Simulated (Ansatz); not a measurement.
W₂O₆, relaxed as a singlet with RKS PBE-D4/def2-SVP in Ansatz, starting from the GFN1-xTB geometry. Force threshold 0.02 eV/Å.

In the def2 sets W takes a core potential; there is no spin–orbit coupling. The structure comes from a short search, and lower isomers may exist.

Start:

```
atom   x (Å)   y (Å)   z (Å)
  W1   0.410   1.303   0.025
  W2  -0.395  -1.334   0.162
  O3   0.570  -0.134   1.153
  O4  -0.715   0.169  -0.806
  O5  -0.425   2.624   0.706
  O6   1.759   1.758  -0.907
  O7   0.686  -2.286  -0.742
  O8  -1.890  -2.101   0.408
```

Question: Estimate the energy that the relaxation releases and the steps that it takes.

Answer: 1.32 eV, in 5 steps; 4.9 s on 4 threads of Intel Xeon 6975P-C on a shared host. No frequencies were taken in this run, so the end may be a saddle point.

Question: Does the start keep its bonding and symmetry?

Answer: By distances, no bond broke or formed. The bond that changes most is W1–O4, from 1.80 to 1.94 Å (atoms count from 1). The end is the same structure that another start reached, the lowest one found.

Question: Predict the relaxed structure.

Answer: 
```xyz
8

W     0.391    1.401    0.014
W    -0.392   -1.401   -0.015
O     0.630   -0.189    1.106
O    -0.637    0.191   -1.103
O    -0.508    2.678    0.748
O     1.826    2.035   -0.703
O     0.515   -2.672   -0.748
O    -1.824   -2.044    0.701
```
Bond lengths (bridged metal pairs left out): 8 × O–W 1.73 to 1.94 Å.
